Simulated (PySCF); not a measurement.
# Tl⁺ (thallium, charge +1) across methods

[Xe] 4f14 5d10 6s2, closed-shell 1S. Calculation: PySCF 2.14, in aug-cc-pwCVTZ-DK3 (11s10p8d5f1g, 125 functions); the spin-free X2C one-electron Hamiltonian (Gaussian nucleus).

```tsv
method	E (hartree)	mean ε 5p (eV)	mean ε 5d (eV)	mean ε 6s (eV)	Σ⟨r²⟩ (bohr²)	⟨S²⟩
UHF	-20241.56876	-100.94	-30.151	-18.712	52.43	0.000
r2SCAN	-20247.61	-85.805	-23.265	-16.507	51.85	0.000
LDA	-20235.27	-84.048	-22.962	-16.649	52.03	0.000
PBE	-20247.67	-83.776	-22.731	-16.272	52.12	0.000
PBE0	-20247.37	-88.363	-24.848	-17.123	52.01	0.000
```

Spin-orbit coupling, which splits the p, d and f shells strongly at this Z, is absent.
